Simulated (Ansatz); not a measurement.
Consider the cleavage of the Ge–Ge bond: `[CH3][GeH2][GeH3]` + `OC=S` → `[CH3][GeH2][O]C=S` + GeH₄.

Calculated with Ansatz (gas phase, PBE0-D4/def2-TZVP geometries, no zero-point term in ΔE). CBS: MP2 limit from def2 TZ/QZ plus the TZ coupled-cluster correction, frozen cores. This one scheme is used for every species. Functionals use def2-TZVPP. B3LYP here is the variant with VWN-RPA as its local correlation; programs differ in this. For Ge outer-core shells are correlated without core-valence functions, which leaves a few kJ/mol of doubt a bond. Scalar relativity is left out up to krypton. One conformer a species, not always the lowest.

| level | ΔE (kcal/mol) | difference from CCSD(T)/CBS |
| --- | --- | --- |
| PBE-D4 | 0.3 | 2.3 |
| r2SCAN-D4 | -1.9 | 0.1 |
| PBE0-D4 | 0.0 | 2.0 |
| B3LYP-D4 | -2.6 | -0.6 |
| ωB97X-V | -3.1 | -1.1 |
| ωB97M-V | -2.2 | -0.2 |
| B2PLYP | -3.3 | -1.3 |
| PBE | 0.5 | 2.5 |
| r2SCAN | -1.8 | 0.2 |
| PBE0 | 0.1 | 2.1 |
| B3LYP | -2.4 | -0.4 |
| HF/def2-TZVPP | -6.5 | -4.5 |
| MP2/def2-TZVPP | -3.1 | -1.1 |
| SCS-MP2/def2-TZVPP | -4.3 | -2.3 |
| CCSD/def2-TZVPP | -2.7 | -0.7 |
| CCSD(T)/def2-TZVPP | -2.8 | -0.8 |
| HF/def2-QZVPP | -7.0 | -5.0 |
| MP2/def2-QZVPP | -2.8 | -0.8 |
| SCS-MP2/def2-QZVPP | -4.2 | -2.2 |
| HF/CBS(def2) | -7.0 | -5.0 |
| MP2/CBS(def2) | -2.4 | -0.4 |
| CCSD/CBS(def2) | -1.9 | 0.1 |
| CCSD(T)/CBS | -2.0 | 0 |

Largest T1 diagnostic among the species: 0.018.

In def2-TZVPP, CCSD(T) changes the Hartree–Fock value by +3.8 kcal/mol (the triples alone add −0.0 kcal/mol) and MP2 by +3.4 kcal/mol.
